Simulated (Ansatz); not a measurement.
Mulliken charges of F2GeHS (`[F][Ge]([F])[SH]`) radical from r2SCAN/def2-TZVPP in Ansatz (PBE0-D4/def2-TZVP geometry).

```json
{"atom": "F1", "x (Å)": "0.702", "y (Å)": "0.308", "z (Å)": "1.646", "charge (e)": "-0.343"}
{"atom": "Ge2", "x (Å)": "0.002", "y (Å)": "-0.673", "z (Å)": "0.396", "charge (e)": "0.798"}
{"atom": "F3", "x (Å)": "1.320", "y (Å)": "-1.642", "z (Å)": "-0.171", "charge (e)": "-0.345"}
{"atom": "S4", "x (Å)": "-0.588", "y (Å)": "0.588", "z (Å)": "-1.345", "charge (e)": "-0.234"}
{"atom": "H5", "x (Å)": "-1.385", "y (Å)": "1.345", "z (Å)": "-0.569", "charge (e)": "0.124"}
```

Question: By hand: the dipole of these point charges (1 e Å = 4.8032 D).

Answer: Σ q r = (-0.729, -0.047, 0.055) e Å, of length 0.733 e Å = 3.52 D.

Question: How does the dipole of the full density compare? (Best estimate.)

Answer: Ansatz gave: (-0.512, 0.101, -0.050) e Å, 2.52 D; the point charges give 1.40 times that, at 18° from its direction.

Point charges leave out the atoms' own dipoles, such as those of lone pairs, and Mulliken's split depends on the basis, so the two needn't agree.
